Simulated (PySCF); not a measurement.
PySCF input for NbF₆, SMILES [F][Nb-]([F])([F])([F])([F])[F], charge -1, multiplicity 1, PBE0-D3(BJ)/def2-SVPD. Coordinates come from a PBE0-D3(BJ)/def2-SVPD optimisation. The spin state was assumed, not searched. The isomer is the one that the SMILES or the coordinates give; other isomers of the formula were not compared. The def2 effective core potentials stand for the cores of Nb; spin–orbit coupling is left out.

```python
import numpy as np
from pyscf import gto, scf, dft, df
from pyscf.hessian import thermo

mol = gto.M(
    atom='''
    Nb    0.00000000    0.00000000    0.00000000
    F     0.00000000    1.90508858    0.00000000
    F     0.00000000   -1.90508858    0.00000000
    F     0.00000000    0.00000000   -1.90508858
    F     1.90508858    0.00000000    0.00000000
    F    -1.90508858    0.00000000    0.00000000
    F     0.00000000    0.00000000    1.90508858
    ''',
    basis='def2-SVPD',
    ecp={'Nb': 'def2-svp'},
    charge=-1,
    spin=0,
    max_memory=1600,
    verbose=3,
)
mf = dft.RKS(mol, xc='pbe0').density_fit(auxbasis='def2-universal-jkfit')
mf.disp = 'd3bj'
mf.grids.level = 3
mf.conv_tol = 1e-11
mf.max_cycle = 100
mf.kernel()

# [left out here: the lines that compute and print the analytic Hessian (its translational invariance restored by hand, since the grid's response is missing), thermochemistry and intensities]
```

Output:

```
converged SCF energy = -655.515051149326

WARN: DFTD3 does not support analytical Hessian, using finite difference


WARN: Mole.unit (angstrom) is changed to Bohr

Mode                                 0                   1                   2
Irrep
Freq [cm^-1]                      119.2918            119.2918            119.2920
Reduced mass [au]                  18.9984             18.9984             18.9984
Force const [Dyne/A]                0.1593              0.1593              0.1593
Char temp [K]                     171.6344            171.6344            171.6346
Normal mode                   x     y     z       x     y     z       x     y     z
       0  Nb                 0.00 -0.00 -0.00   -0.00  0.00 -0.00    0.00  0.00 -0.00
       1   F                -0.02 -0.00  0.11    0.11  0.00  0.02    0.00  0.00  0.00
       2   F                -0.02 -0.00  0.11    0.11 -0.00  0.02    0.00  0.00  0.00
       3   F                 0.02 -0.00 -0.00   -0.11 -0.00 -0.00   -0.00  0.11 -0.00
       4   F                 0.00  0.00 -0.11   -0.00  0.00 -0.02    0.00 -0.11 -0.00
       5   F                 0.00  0.00 -0.11   -0.00  0.00 -0.02    0.00 -0.11 -0.00
       6   F                 0.02 -0.00 -0.00   -0.11 -0.00 -0.00   -0.00  0.11 -0.00
Mode                                 3                   4                   5
Irrep
Freq [cm^-1]                      240.9250            240.9250            240.9251
Reduced mass [au]                  23.4519             23.4519             23.4519
Force const [Dyne/A]                0.8020              0.8020              0.8020
Char temp [K]                     346.6374            346.6374            346.6376
Normal mode                   x     y     z       x     y     z       x     y     z
       0  Nb                 0.00 -0.00 -0.05   -0.05 -0.00 -0.00   -0.00  0.05 -0.00
       1   F                -0.00 -0.00  0.09    0.09 -0.00  0.00    0.00  0.06  0.00
       2   F                -0.00 -0.00  0.09    0.09 -0.00  0.00    0.00  0.06  0.00
       3   F                -0.00  0.00 -0.06    0.09  0.00 -0.00    0.00 -0.09 -0.00
       4   F                 0.00  0.00  0.09   -0.06  0.00  0.00   -0.00 -0.09  0.00
       5   F                 0.00  0.00  0.09   -0.06  0.00  0.00   -0.00 -0.09  0.00
       6   F                -0.00  0.00 -0.06    0.09  0.00 -0.00    0.00 -0.09 -0.00
Mode                                 6                   7                   8
Irrep
Freq [cm^-1]                      265.3381            265.3381            265.3381
Reduced mass [au]                  18.9984             18.9984             18.9984
Force const [Dyne/A]                0.7881              0.7881              0.7881
Char temp [K]                     381.7624            381.7624            381.7624
Normal mode                   x     y     z       x     y     z       x     y     z
       0  Nb                -0.00  0.00 -0.00    0.00  0.00 -0.00    0.00 -0.00  0.00
       1   F                -0.04 -0.00  0.03   -0.02  0.00  0.11   -0.11 -0.00 -0.03
       2   F                 0.04  0.00 -0.03    0.02  0.00 -0.11    0.11 -0.00  0.03
       3   F                -0.11 -0.03 -0.00    0.04 -0.11  0.00    0.03  0.03  0.00
       4   F                -0.00 -0.04  0.11    0.00 -0.02 -0.04    0.00 -0.11 -0.03
       5   F                -0.00  0.04 -0.11    0.00  0.02  0.04    0.00  0.11  0.03
       6   F                 0.11  0.03 -0.00   -0.04  0.11 -0.00   -0.03 -0.03  0.00
Mode                                 9                  10                  11
Irrep
Freq [cm^-1]                      567.6453            567.6454            638.7105
Reduced mass [au]                  18.9984             18.9984             25.2769
Force const [Dyne/A]                3.6068              3.6068              6.0755
Char temp [K]                     816.7152            816.7153            918.9623
Normal mode                   x     y     z       x     y     z       x     y     z
       0  Nb                 0.00  0.00 -0.00   -0.00 -0.00 -0.00   -0.01  0.00  0.06
       1   F                -0.00  0.02  0.00    0.00 -0.13  0.00    0.00 -0.01 -0.00
       2   F                 0.00 -0.02  0.00    0.00  0.13  0.00    0.00 -0.01 -0.00
       3   F                -0.00 -0.00 -0.10   -0.00 -0.00 -0.08    0.00 -0.00 -0.13
       4   F                -0.12 -0.00  0.00    0.05  0.00  0.00    0.02 -0.00 -0.00
       5   F                 0.12  0.00  0.00   -0.05 -0.00  0.00    0.02 -0.00 -0.00
       6   F                -0.00  0.00  0.10   -0.00 -0.00  0.08    0.00 -0.00 -0.13
Mode                                12                  13                  14
Irrep
Freq [cm^-1]                      638.7105            638.7106            671.8822
Reduced mass [au]                  25.2769             25.2769             18.9984
Force const [Dyne/A]                6.0755              6.0755              5.0531
Char temp [K]                     918.9623            918.9623            966.6889
Normal mode                   x     y     z       x     y     z       x     y     z
       0  Nb                -0.06 -0.00 -0.01    0.00 -0.06  0.00   -0.00 -0.00  0.00
       1   F                 0.00  0.00  0.00   -0.00  0.13 -0.00   -0.00  0.09  0.00
       2   F                 0.00  0.00  0.00   -0.00  0.13 -0.00   -0.00 -0.09 -0.00
       3   F                 0.00  0.00  0.02   -0.00  0.00 -0.01   -0.00 -0.00 -0.09
       4   F                 0.13  0.00  0.00   -0.00  0.00 -0.00    0.09  0.00  0.00
       5   F                 0.13  0.00  0.00   -0.00  0.00 -0.00   -0.09  0.00  0.00
       6   F                 0.00  0.00  0.02   -0.00  0.00 -0.01   -0.00  0.00  0.09
temperature 298.1500 [K]
pressure 101325.00 [Pa]
Rotational constants [GHz] 1.83236 1.83236 1.83236
Symmetry number 24
Zero-point energy (ZPE) 0.01276 [Eh]   33495.256 [J/mol]
                           tot       elec      trans        rot        vib
Entropy [J/mol/K]       360.002      0.000    175.248     92.185     92.569
Cv [J/mol/K]            118.171      0.000     12.472     12.472     93.227
Cp [J/mol/K]            126.485      0.000     20.786     12.472     93.227
Internal energy [J/mol]                      3718.434   3718.434  48960.625
Internal energy [Eh]   -655.49357  -655.51505
Enthalpy [J/mol]                             6197.391   3718.434  48960.625
Enthalpy [Eh]          -655.49263
Gibbs free energy [J/mol]                  -46052.686 -23766.671  21361.274
Gibbs free energy [Eh] -655.53351
mode   freq/cm-1   IR/(km/mol)
   1      119.29         0.000
   2      119.29         0.000
   3      119.29         0.000
   4      240.92        31.233
   5      240.92        31.233
   6      240.93        31.233
   7      265.34         0.000
   8      265.34         0.000
   9      265.34         0.000
  10      567.65         0.000
  11      567.65         0.000
  12      638.71       409.592
  13      638.71       409.592
  14      638.71       409.592
  15      671.88         0.000
max |gradient| / (hartree/bohr): 2.0118782757573615e-05
APT charges: [ 3.8857 -0.814  -0.814  -0.814  -0.814  -0.814  -0.814 ]
```

The run converged.

Cost: very roughly 7 core-minutes.
